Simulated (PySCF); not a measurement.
A structure optimised at PBE-D3(BJ)/def2-TZVPD, used in a PySCF frequency run:

```
C
C 1 1.2498
H 1 1.0793 2 180.00
```
Charge -1, spin multiplicity 1.

**Question.** Write its SMILES, formula and point group.

**Answer.** [C-]#C, C2H, C∞v

**Question.** What are its rotational constants (standard atomic weights)?

**Answer.** 41.460 GHz (linear rotor, B only)
